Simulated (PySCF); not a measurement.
C2H9InN (SMILES [CH3][In+]([CH3])<-[NH3]), charge +1, singlet, at a GFN2-xTB geometry (such geometries of metal compounds can be far from the true shape) (all electrons, no relativity); R2SCAN/STO-3G run with PySCF.

PySCF was given this input:
```python
from pyscf import gto, scf, dft

mol = gto.Mole()
mol.atom = '''
    In    0.01029216    0.25808808    0.06989038
    C     1.73797640    0.84692082   -1.26039157
    H     2.61736320    0.31016744   -0.90906612
    H     1.88244548    1.92293075   -1.18576466
    H     1.47689291    0.55587623   -2.27634374
    C    -1.69717134    0.22996896    1.54824413
    H    -2.56637048   -0.17166069    1.03031352
    H    -1.87885657    1.24785044    1.88771495
    H    -1.40043788   -0.41034404    2.37695452
    N    -0.08325956   -2.14434856   -0.57701847
    H    -0.74633417   -2.31444460   -1.33208764
    H    -0.36877472   -2.74357612    0.19645205
    H     0.81774317   -2.49401433   -0.90078781
'''
mol.basis = 'sto-3g'
mol.charge = 1
mol.verbose = 4
mol.build()

mf = dft.RKS(mol)
mf.xc = 'r2scan'
mf.kernel()
```

Output, abridged:

```
PySCF version 2.14.0

[INPUT] verbose = 4
[INPUT] num. atoms = 13
[INPUT] num. electrons = 76
[INPUT] charge = 1
[INPUT] spin (= nelec alpha-beta = 2S) = 0
[INPUT] symmetry False subgroup None
[INPUT] Mole.unit = angstrom
[INPUT] Symbol           X                Y                Z      unit          X                Y                Z       unit  Magmom
[...]
nuclear repulsion = 357.571192697706
number of shells = 29
number of NR pGTOs = 153
number of NR cGTOs = 51
basis = sto-3g
ecp = {}

******** <class 'pyscf.dft.rks.RKS'> ********
method = RKS
initial guess = minao
damping factor = 0
level_shift factor = 0
DIIS = <class 'pyscf.scf.diis.CDIIS'>
diis_start_cycle = 1
diis_space = 8
diis_damp = 0
SCF conv_tol = 1e-09
SCF conv_tol_grad = None
SCF max_cycles = 50
direct_scf = True
direct_scf_tol = 1e-13
XC library pyscf.dft.libxc version 7.1.2
    S. Lehtola, C. Steigemann, M. J. T. Oliveira, and M. A. L. Marques,  SoftwareX 7, 1–5 (2018)
XC functionals = r2scan
    J. W. Furness, A. D. Kaplan, J. Ning, J. P. Perdew, and J. Sun,  J. Phys. Chem. Lett. 11, 8208–8215 (2020)
    J. W. Furness, A. D. Kaplan, J. Ning, J. P. Perdew, and J. Sun,  J. Phys. Chem. Lett. 11, 9248–9248 (2020)
    J. W. Furness, A. D. Kaplan, J. Ning, J. P. Perdew, and J. Sun,  J. Phys. Chem. Lett. 11, 8208–8215 (2020)
    J. W. Furness, A. D. Kaplan, J. Ning, J. P. Perdew, and J. Sun,  J. Phys. Chem. Lett. 11, 9248–9248 (2020)
radial grids:
    Treutler-Ahlrichs [JCP 102, 346 (1995); DOI:10.1063/1.469408] (M4) radial grids

becke partition: Becke, JCP 88, 2547 (1988); DOI:10.1063/1.454033
pruning grids: <function nwchem_prune>
grids dens level: 3
symmetrized grids: False
atomic radii adjust function: <function treutler_atomic_radii_adjust>
small_rho_cutoff = 0
Set gradient conv threshold to 3.16228e-05
Initial guess from minao.
tot grids = 152288
init E= -5804.58743815519
[...]
cycle= 1 E= -5819.44066298357  delta_E= -14.9  |g|= 0.495  |ddm|= 3.97
[...]
cycle= 2 E= -5819.51054881932  delta_E= -0.0699  |g|= 0.298  |ddm|= 1.61
[...]
cycle= 3 E= -5819.54881878572  delta_E= -0.0383  |g|= 0.0372  |ddm|= 0.676
[...]
cycle= 4 E= -5819.54918402517  delta_E= -0.000365  |g|= 0.021  |ddm|= 0.0867
[...]
cycle= 5 E= -5819.54933592401  delta_E= -0.000152  |g|= 0.00126  |ddm|= 0.033
[...]
cycle= 6 E= -5819.54933656361  delta_E= -6.4e-07  |g|= 0.000886  |ddm|= 0.00427
[...]
cycle= 7 E= -5819.54933686687  delta_E= -3.03e-07  |g|= 9.28e-05  |ddm|= 0.00161
[...]
cycle= 8 E= -5819.54933687106  delta_E= -4.19e-09  |g|= 3.96e-06  |ddm|= 0.000215
[...]
cycle= 9 E= -5819.54933687104  delta_E= 2.55e-11  |g|= 8.87e-07  |ddm|= 9.74e-06
[...]
Extra cycle  E= -5819.54933687111  delta_E= -7.37e-11  |g|= 1.42e-06  |ddm|= 3.74e-06
converged SCF energy = -5819.54933687111
```
